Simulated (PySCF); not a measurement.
A run for PySCF: D3(BJ) and D4 dispersion corrections on C2H6O (a complex), monomers drawn apart or pushed together.

```python
from pyscf import gto
from pyscf.dispersion import dftd3, dftd4

mol = gto.M(
    atom='''
    C     0.13631089    0.14782572   -0.19393894
    H    -0.86372106    0.55475764   -0.04579590
    H     0.82235242    0.58571681    0.52953990
    H     0.11510911   -0.93379335   -0.06693690
    H     0.47309810    0.38527346   -1.20189512
    C    -0.84604158   -0.34300259    4.43377142
    O     0.12555272   -0.24760352    5.12969943
    H    -1.16508426   -1.30937660    3.99802317
    H    -1.48006503    0.53031479    4.18660989
    ''',
    basis='def2-svp',
    charge=0, spin=0, verbose=0, max_memory=1800)
d3, d4 = {}, {}
for xc in ['hf', 'pbe', 'blyp', 'revpbe', 'tpss', 'r2scan', 'b3lyp', 'pbe0', 'bhlyp', 'camb3lyp', 'b2plyp']:
    d3[xc] = float(dftd3.DFTD3Dispersion(mol, xc=xc, version='d3bj', atm=False).get_dispersion()['energy'])
    print(f'D3(BJ) {xc:10s} {d3[xc]:14.8f} Eh')
for xc in ['hf', 'pbe', 'blyp', 'revpbe', 'tpss', 'r2scan', 'b3lyp', 'pbe0', 'bhlyp', 'camb3lyp', 'b2plyp']:
    d4[xc] = float(dftd4.DFTD4Dispersion(mol, xc={'camb3lyp': 'cam-b3lyp'}.get(xc, xc), atm=True).get_dispersion()['energy'])
    print(f'D4     {xc:10s} {d4[xc]:14.8f} Eh')
```

It printed:

```
D3(BJ) hf            -0.02666805 Eh
D3(BJ) pbe           -0.00254062 Eh
D3(BJ) blyp          -0.00505257 Eh
D3(BJ) revpbe        -0.00692975 Eh
D3(BJ) tpss          -0.00303265 Eh
D3(BJ) r2scan        -0.00074126 Eh
D3(BJ) b3lyp         -0.00408270 Eh
D3(BJ) pbe0          -0.00206868 Eh
D3(BJ) bhlyp         -0.00302127 Eh
D3(BJ) camb3lyp      -0.00172396 Eh
D3(BJ) b2plyp        -0.00176300 Eh
D4     hf            -0.00857395 Eh
D4     pbe           -0.00198923 Eh
D4     blyp          -0.00450379 Eh
D4     revpbe        -0.00803667 Eh
D4     tpss          -0.00266920 Eh
D4     r2scan        -0.00057708 Eh
D4     b3lyp         -0.00309880 Eh
D4     pbe0          -0.00165424 Eh
D4     bhlyp         -0.00201100 Eh
D4     camb3lyp      -0.00162522 Eh
D4     b2plyp        -0.00137576 Eh
```

The run finished.

Cost: about 0.05 core-seconds (a rough figure).
